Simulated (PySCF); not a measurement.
# Spinor energies of Zn⁺ (zinc, charge +1)

Start: [Ar] 3d9 4s1 5s1; 3d3/2 filled at m_j = -3/2, -1/2, +1/2, +3/2; 3d5/2 filled at m_j = -3/2, -1/2, +1/2, +3/2, +5/2; 4s1/2 filled at m_j = +1/2; 5s1/2 filled at m_j = +1/2. Calculated with PySCF 2.14 in x2c-SVPall-2c with one added diffuse shell each of s, d type (6s5p4d1f, 48 functions): generalised Hartree-Fock with the X2C-1e Hamiltonian and a Gaussian nucleus; one run each with spin-orbit coupling (SO) switched off, then screened by Boettger's factors. This is a chosen level, not necessarily the ground level.

```
spinor shell  electrons  ε, spin-free (eV)  ε, screened SO (eV)  weight of nominal j (screened SO)  rms radius, screened SO (bohr)
       1s1/2          2            -9753.0              -9752.9                              1.000                          0.0581
       2s1/2          2            -1259.4              -1259.4                              1.000                           0.245
       2p1/2          2            -1091.3              -1108.0                              0.999                           0.217
       2p3/2          4            -1091.3              -1083.1                              1.000                           0.220
       3s1/2          2            -182.40              -182.38                              1.000                           0.730
       3p1/2          2            -129.73              -133.20                              0.951                           0.769
       3p3/2          4            -129.73              -128.01                              0.976                           0.776
       3d3/2          4            -45.470              -46.201                              0.815                           0.919
       3d5/2          5            -45.470              -44.894                              0.852                           0.926
       4s1/2          1            -23.734              -23.734                              1.000                            2.48
       5s1/2          1             -7.315               -7.315                              1.000                            6.10
```

| quantity | spin-free | screened SO |
| --- | --- | --- |
| E (hartree) | -1792.99429 | -1793.03920 |
| M_J | 7/2 | 7/2 |
| ⟨J²⟩ | 15.755 | 15.755 |
| ⟨L²⟩ | 6.004 | 6.006 |
| ⟨S²⟩ | 3.750 | 3.751 |

Each row is a mean over spinors that exchange with the open shell spreads, by up to 8.107 eV (3p3/2).

Rows whose weight is well below 1 are mixtures of j = l ± 1/2: exchange outweighs spin-orbit coupling there, and the label is only the starting occupation.

Without spin-orbit coupling the j labels of p, d and f shells carry no meaning; the spin-free column gives the mean over the occupied spinors of each nl shell.
